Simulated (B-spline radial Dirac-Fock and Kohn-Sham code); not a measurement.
The computed values come from a radial atomic solver: the Dirac equation of a negative muon with reduced mass in the field of a spherical finite nucleus, with the Uehling potential to all orders; nuclear polarisation, deformation, hyperfine structure, self-energy, higher-order vacuum polarisation, relativistic recoil and electron screening are left out. The nuclear charge is a Fermi distribution (skin thickness 2.3 fm).

Q: A muonic atom of atomic mass 151.92 u emits these computed lines: 2p3/2 → 1s1/2 4817 keV, 3d5/2 → 2p3/2 1637 keV, 4f7/2 → 3d5/2 586.3 keV, 5g9/2 → 4f7/2 269.9 keV. Which element is it, and what rms charge radius was used?

A: Terbium (Z = 65, nuclide ¹⁵²Tb); the high transitions hardly feel the nucleus and fix Z. The 2p → 1s line lies 4803 keV below the value for a point nucleus without QED, which for this nuclear model gives a radius near 4.97 fm (4.9689 fm was used).
